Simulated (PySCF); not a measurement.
# Charge on either side of a bond

C3H6N2Si.
Atom-mapped SMILES: `[CH3:1][SiH2:2]/[N:3]=[CH:4]\[C:5]#[N:6]` (hydrogens: H7, H8, H9 on C1; H10, H11 on Si2; H12 on C4)

Structure used (GFN2-xTB), in Å, numbered top down from 1:
```
atom  x, y, z in Å
C1    -1.9520   -0.4444   -0.3586
Si2   -0.5734    0.8191   -0.0433
N3     0.8180    0.0712   -0.7417
C4     1.9227   -0.3286   -0.3048
C5     2.3655   -0.2394    1.0480
N6     2.7057   -0.1642    2.1403
H7    -2.9185   -0.0037   -0.1379
H8    -1.9584   -0.7664   -1.3950
H9    -1.8393   -1.3269    0.2649
H10   -0.5097    1.1702    1.3792
H11   -0.6998    2.0050   -0.8901
H12    2.6405   -0.7928   -0.9870
```

Atomic charges (e) from the PBE0/pcSseg-1 density (PySCF):

```json
{"atom": "C1", "Mulliken": "-0.6236", "IAO": "-0.7188", "Hirshfeld": "-0.2082", "ESP-fitted": "-0.6858"}
{"atom": "Si2", "Mulliken": "+0.7344", "IAO": "+0.8930", "Hirshfeld": "+0.3823", "ESP-fitted": "+0.8356"}
{"atom": "N3", "Mulliken": "-0.5338", "IAO": "-0.4823", "Hirshfeld": "-0.2011", "ESP-fitted": "-0.5965"}
{"atom": "C4", "Mulliken": "+0.1971", "IAO": "+0.0172", "Hirshfeld": "+0.0777", "ESP-fitted": "+0.3160"}
{"atom": "C5", "Mulliken": "+0.0457", "IAO": "+0.0998", "Hirshfeld": "+0.0824", "ESP-fitted": "+0.2657"}
{"atom": "N6", "Mulliken": "-0.2169", "IAO": "-0.1979", "Hirshfeld": "-0.1857", "ESP-fitted": "-0.3940"}
{"atom": "H7", "Mulliken": "+0.1410", "IAO": "+0.1603", "Hirshfeld": "+0.0461", "ESP-fitted": "+0.1553"}
{"atom": "H8", "Mulliken": "+0.1490", "IAO": "+0.1660", "Hirshfeld": "+0.0476", "ESP-fitted": "+0.1755"}
{"atom": "H9", "Mulliken": "+0.1451", "IAO": "+0.1604", "Hirshfeld": "+0.0464", "ESP-fitted": "+0.1870"}
{"atom": "H10", "Mulliken": "-0.0941", "IAO": "-0.1430", "Hirshfeld": "-0.0797", "ESP-fitted": "-0.1606"}
{"atom": "H11", "Mulliken": "-0.0906", "IAO": "-0.1222", "Hirshfeld": "-0.0742", "ESP-fitted": "-0.1532"}
{"atom": "H12", "Mulliken": "+0.1467", "IAO": "+0.1675", "Hirshfeld": "+0.0665", "ESP-fitted": "+0.0549"}
```

Task: Cut each of the bonds C1–Si2, N3–Si2, C4–N3 and C5–C4 in turn and sum the charges on the side of the atom named first.

Result: In e; the other side holds the opposite charge:

```json
{"bond cut": "C1–Si2", "piece": "CH3", "atoms": "4", "Mulliken": "-0.189", "IAO": "-0.232", "Hirshfeld": "-0.068", "ESP-fitted": "-0.168"}
{"bond cut": "N3–Si2", "piece": "C2HN2", "atoms": "5", "Mulliken": "-0.361", "IAO": "-0.396", "Hirshfeld": "-0.160", "ESP-fitted": "-0.354"}
{"bond cut": "C4–N3", "piece": "C2HN", "atoms": "4", "Mulliken": "+0.173", "IAO": "+0.087", "Hirshfeld": "+0.041", "ESP-fitted": "+0.243"}
{"bond cut": "C5–C4", "piece": "CN", "atoms": "2", "Mulliken": "-0.171", "IAO": "-0.098", "Hirshfeld": "-0.103", "ESP-fitted": "-0.128"}
```

Extremes among these pieces. Mulliken: lowest C2HN2 at N3, highest C2HN at C4; IAO: lowest C2HN2 at N3, highest C2HN at C4; Hirshfeld: lowest C2HN2 at N3, highest C2HN at C4; ESP-fitted: lowest C2HN2 at N3, highest C2HN at C4.

Task: Do the schemes agree better on the pieces than on the single atoms at the cuts?

Result: The spread between schemes averages 0.169 e for the pieces and 0.356 e for the atoms named first; it is smaller for the piece at 4 of the 4 cuts. On average they agree better on the pieces.

One conformer (not necessarily the lowest) at the GFN2-xTB geometry, without solvent, vibrations or thermal averaging.
